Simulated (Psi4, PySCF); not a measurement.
F2Sr, charge -1, doublet, geometry from GFN2-xTB (such geometries of metal compounds can be far from the true shape) (a state made from the parent by changing its charge; the spin is typed, not shown lowest) (core potentials on Sr) (in this run its highest filled SCF level lies above zero, so its values depend strongly on the basis, on diffuse functions most of all), atoms displaced at random by about 0.08 Å a coordinate. Base run: R2SCAN/def2-SVP, gradient (PySCF).

Here is a job for PySCF.
```python
from pyscf import gto, scf, dft

mol = gto.Mole()
mol.atom = '''
    Sr    0.17727673    0.01566988   -0.12492595
    F    -0.42915006    1.42009163   -1.15239704
    F     0.22999279   -1.63040510    1.39784440
'''
mol.basis = 'def2-svp'
mol.ecp = {'Sr': 'def2-svp'}
mol.charge = -1
mol.spin = 1
mol.verbose = 4
mol.build()

mf = dft.UKS(mol)
mf.xc = 'r2scan'
mf.kernel()
g = mf.nuc_grad_method()
grad = g.kernel()
```

Programs used: Psi4, PySCF; a row that names a program was run with it.

The coordinate followed is z of atom 3.

Variants of this job, named by their change:

| change | dE/dx (Eh/bohr) | net force (Eh/bohr) |
|---|---|---|
| base | -0.002661 | 0.000703 |
| finite difference step (bohr) = 1e-3; conv_tol = 1e-11 | -0.002653 | - |
| conv_tol = 1e-4 | -0.002683 | 0.000704 |
| grids.level = 1; grid_response = on | -0.002787 | 0.000000 |
| grids.level = 0; grid_response = off | -0.001183 | 0.005072 |
| finite difference step (bohr) = 0.05; conv_tol = 1e-11 | -0.002671 | - |
| finite difference step (bohr) = 1e-5; conv_tol = 1e-11 | -0.002654 | - |
| density fitting = on | -0.002659 | 0.000703 |
| finite difference step (bohr) = 1e-4; conv_tol = 1e-11 | -0.002653 | - |
| density fitting = on; auxbasis_response = off | -0.002601 | 0.000773 |
| grids.level = 5; grid_response = off | -0.002806 | 0.000225 |
| code = psi4 | -0.002788 | 0.000612 |

The net force is zero for an exact gradient.

Open shells are given as the SCF converged; they aren't shown to be the lowest states, and a large step between rows can be another state.
